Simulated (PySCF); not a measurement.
Input for PySCF: R-B3LYP/3-21G on C2H7B (SMILES BCC), a point of a torsion scan.

```python
from pyscf import gto, scf, dft, mp
from pyscf.data.elements import chemcore

mol = gto.M(
    atom='''
    B     1.46411345    0.18562643   -0.17415268
    C     0.11556432   -0.33631217    0.42476864
    C    -1.19271017    0.08232582   -0.25904605
    H     2.47161722   -0.26662654    0.21237131
    H     1.48460879    1.05189136   -0.95906748
    H     0.12595671    0.08699005    1.43968584
    H     0.11367746   -1.41600440    0.58862769
    H    -1.55630252   -0.71355536   -0.90549403
    H    -1.97451225    0.27464808    0.47483428
    H    -1.05922101    0.98153645   -0.85300789
    ''',
    basis='3-21g',
    charge=0, spin=0, verbose=3, max_memory=1800)
mf = dft.RKS(mol, xc='b3lyp')
mf.conv_tol = 1e-8
mf.max_cycle = 100
mf.kernel()
if not mf.converged:
    mf = mf.newton().run(mf.mo_coeff, mf.mo_occ)
```

The log:

```
converged SCF energy = -104.680053764645
```

The run converged.

Cost: about 10 core-seconds (a rough figure).
